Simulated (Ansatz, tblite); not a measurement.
Cost and result up the ladder for the cluster ZrO2⁻ (3 atoms). Total charge -1; doublet. Geometry: PBE-D4/def2-TZVPD.

```xyz
3

Zr   -0.536    0.462    0.047
O    -0.608   -1.300    0.491
O     1.144    0.838   -0.538
```

Ansatz on 4 threads of Arm Neoverse N1 on a shared host; xTB runs through tblite on one thread. Times are rough, summed over both states, and most runs start from the orbitals of an earlier one. PBE-QIDH/def2-TZVPD serves as the yardstick here, not as an exact answer. The other state is a quartet at its own geometry.

In the def2 sets Zr takes a core potential; there is no spin–orbit coupling. The xTB rows come from tblite. Correlated methods freeze 2 core orbitals; core or outer-core shells of Zr are correlated, in sets that lack core-valence functions. In CCSD on the charge -1 quartet the largest single amplitude is 0.29, so its Hartree–Fock determinant may place the open shell otherwise than the density functionals do. The structure comes from a short search, and lower isomers may exist.

Run but left out: HF/STO-3G (doublet: ⟨S²⟩ 1.10, where a pure state has 0.75); HF/def2-TZVPD, HF/def2-TZVPPD, MP2/def2-TZVPD, MP2/def2-TZVPPD (quartet: a determinant that CCSD turns far, T1 0.065).

Second-order perturbation terms are unreliable where d shells bring near-degenerate states, and here PBE-QIDH/def2-TZVPD lies more than 0.4 eV from the median of the functionals without such a term.

Correlated methods converge slowly with the basis.

xTB has no spin-polarisation term.

| level | functions | quartet − doublet (eV) | difference from PBE-QIDH/def2-TZVPD (eV) | remarks |
| --- | --- | --- | --- | --- |
| B2PLYP/def2-TZVPD (with forces) | 120 | 3.13 | -0.10 | – |
| ωB97X-V/def2-TZVPD | 120 | 3.02 | -0.21 | – |
| PBE-QIDH/def2-TZVPD | 120 | 3.23 | 0.00 | – |
| r2SCANh-D4/def2-TZVPD | 120 | 2.63 | -0.60 | HOMO above zero (doublet), HOMO above zero (quartet) |
| PBE-D4/def2-TZVPD | 120 | 2.74 | -0.49 | HOMO above zero (doublet), HOMO above zero (quartet) |
| GFN1-xTB | 17 | 3.83 | 0.60 | – |
| GFN2-xTB | 17 | 3.05 | -0.18 | – |
| r2SCAN-D4/def2-TZVPD | 120 | 2.61 | -0.62 | HOMO above zero (doublet), HOMO above zero (quartet) |
| PBE0-D4/def2-TZVPD | 120 | 2.76 | -0.47 | HOMO above zero (quartet) |
| RPA@PBE/def2-TZVPD | 120 | 2.62 | -0.62 | – |
| CCSD(T)/def2-TZVPPD | 136 | 3.04 | -0.19 | large T1 (0.065) (quartet) |

(1) Estimate how long each takes.

Results:

(1) GFN1-xTB 0.004 s; GFN2-xTB 0.005 s; PBE-D4/def2-TZVPD 4.9 s; RPA@PBE/def2-TZVPD 6.8 s; PBE-QIDH/def2-TZVPD 11 s; PBE0-D4/def2-TZVPD 13 s; r2SCAN-D4/def2-TZVPD 15 s; r2SCANh-D4/def2-TZVPD 16 s; ωB97X-V/def2-TZVPD 31 s; B2PLYP/def2-TZVPD (with forces) 34 s; CCSD(T)/def2-TZVPPD 64 s. On shared hardware such times vary by a factor of up to 3.
